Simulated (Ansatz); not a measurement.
Geometry optimisation, RHF/def2-SVP (Ansatz 0.2.0).

The input (input.yaml):

```yaml
crystal:
  periodic: [false, false, false]
  atoms:
    - { symbol: "N", position_ang: [-0.2156, -2.2677, -0.8208] }
    - { symbol: C, position_ang: [0.2958, -1.2881, 0.1356] }
    - { symbol: O, position_ang: [1.5905, -0.9386, -0.2002] }
    - { symbol: Al, position_ang: [0.5865, 0.5457, -0.4699] }
    - { symbol: B, position_ang: [-0.2427, 2.3735, 0.0488] }
    - { symbol: O, position_ang: [-0.4801, 2.711, 1.4712] }
    - { symbol: H, position_ang: [0.1923, -2.0728, -1.7716] }
    - { symbol: H, position_ang: [0.0487, -3.168, -0.537] }
    - { symbol: H, position_ang: [0.1892, -1.549, 1.247] }
    - { symbol: H, position_ang: [-0.4754, 3.1866, -0.743] }
    - { symbol: H, position_ang: [-1.4238, 2.4105, 1.6606] }
basis:
  gaussian: { orbitals: def2-SVP }
hamiltonian:
  xc: hf
relax:
  f_tol: 0.015
  max_steps: 40
output:
  orbitals: {}
```

Run as:

```bash
$ ansatz run input.yaml --threads 2 --pin off --max-ram 3072MiB --backend cpu --events-out ev --progress --plain --runs-dir out
```

Where does it end, and by what steps?

The forces met the threshold. After 17 steps the energy has fallen by 2.183 eV; H11 moved furthest, 1.54 Å.

```csv
step,energy less start (eV),largest force component (eV/Å),accepted
0,0.0000,3.339,yes
1,-0.9644,2.114,yes
2,-1.2622,1.468,yes
3,-1.5135,1.832,yes
4,-1.7262,1.069,yes
5,-1.8806,1.035,yes
6,-2.0050,0.840,yes
7,-2.1038,0.492,yes
8,-2.1431,0.645,yes
9,-2.0880,2.108,no
10,-2.1731,0.392,yes
11,-2.1739,0.263,yes
12,-2.1712,0.657,no
13,-2.1813,0.062,yes
14,-2.1820,0.053,yes
15,-2.1824,0.031,yes
16,-2.1826,0.018,yes
17,-2.1826,0.005,yes
```

```xyz
11
Properties=species:S:1:pos:R:3
N -0.013 -2.514 -0.945
C 0.228 -1.644 0.147
O 1.425 -0.804 0.054
Al 0.103 0.260 0.216
B -0.448 2.344 0.248
O -0.640 2.923 1.444
H -0.103 -2.035 -1.821
H 0.728 -3.188 -1.041
H 0.269 -2.233 1.063
H -0.599 2.999 -0.756
H -0.883 3.836 1.412
```

Run time: 35 s on 2 threads of Arm Neoverse V2 (shared host), peak memory 0.23 GiB.
